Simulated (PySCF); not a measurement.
InHFCl, SMILES [F][InH][Cl].

Geometry: B3LYP-D3(BJ)/def2-TZVP. The def2 effective core potentials stand for the cores of In; spin–orbit coupling is left out.

Method: HF/def2-TZVPD run with PySCF.

Symmetry labels are those of the subgroup Cs that the program uses (full group Cs).

Problem. List the valence orbital energies around the gap with their symmetry. (Estimate from the structure and the level; the computed values follow.)

Solution. 
```json
[
 {"orbital": "HOMO−7", "symmetry": "A'", "energy (eV)": "-28.17"},
 {"orbital": "HOMO−6", "symmetry": "A'", "energy (eV)": "-17.07"},
 {"orbital": "HOMO−5", "symmetry": "A'", "energy (eV)": "-15.96"},
 {"orbital": "HOMO−4", "symmetry": "A\"", "energy (eV)": "-15.81"},
 {"orbital": "HOMO−3", "symmetry": "A'", "energy (eV)": "-14.51"},
 {"orbital": "HOMO−2", "symmetry": "A'", "energy (eV)": "-13.04"},
 {"orbital": "HOMO−1", "symmetry": "A\"", "energy (eV)": "-12.62"},
 {"orbital": "HOMO", "symmetry": "A'", "energy (eV)": "-12.39"},
 {"orbital": "LUMO", "symmetry": "A\"", "energy (eV)": "0.42"},
 {"orbital": "LUMO+1", "symmetry": "A'", "energy (eV)": "0.75"},
 {"orbital": "LUMO+2", "symmetry": "A'", "energy (eV)": "1.35"},
 {"orbital": "LUMO+3", "symmetry": "A'", "energy (eV)": "1.54"}
]
```
